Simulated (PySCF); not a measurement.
SMILES CC(C)[SiH2]Br, singlet, GFN2-xTB optimised geometry.

```
14

C      1.65    -0.39     0.00
C      0.12    -0.39     0.00
C     -0.41    -1.17    -1.20
Si    -0.58     1.38     0.00
Br     0.06     2.37     1.88
H      2.03     0.09    -0.90
H      2.03    -1.41     0.03
H      2.04     0.14     0.87
H     -0.22    -0.90     0.91
H     -1.50    -1.21    -1.19
H     -0.10    -0.72    -2.13
H     -0.04    -2.20    -1.18
H     -2.04     1.40     0.03
H     -0.04     2.20    -1.07
```

Density from PBE/def2-TZVP (PySCF) at that geometry.

Minimum of the electron density along straight lines between bonded atoms, close to the bond critical point (lines longer than 1.1 times the sum of covalent radii, or with two minima, are not listed):

| bond | length / Å | ρ at the minimum / e bohr⁻³ | ∇²ρ there / e bohr⁻⁵ | position (fraction from the first atom) |
|---|---|---|---|---|
| C1–C2 | 1.529 | 0.239 | -0.55 | 0.50 |
| C2–C3 | 1.526 | 0.239 | -0.55 | 0.50 |
| C2–Si4 | 1.901 | 0.121 | 0.11 | 0.61 |
| Si4–Br5 | 2.221 | 0.088 | 0.08 | 0.35 |
| C1–H6 | 1.089 | 0.276 | -0.92 | 0.64 |
| C1–H7 | 1.089 | 0.276 | -0.92 | 0.64 |
| C1–H8 | 1.089 | 0.278 | -0.93 | 0.64 |
| C2–H9 | 1.098 | 0.272 | -0.89 | 0.64 |
| C3–H10 | 1.089 | 0.277 | -0.93 | 0.64 |
| C3–H11 | 1.089 | 0.277 | -0.92 | 0.64 |
| C3–H12 | 1.089 | 0.276 | -0.92 | 0.64 |
| Si4–H13 | 1.457 | 0.127 | 0.17 | 0.50 |
| Si4–H14 | 1.457 | 0.127 | 0.17 | 0.50 |
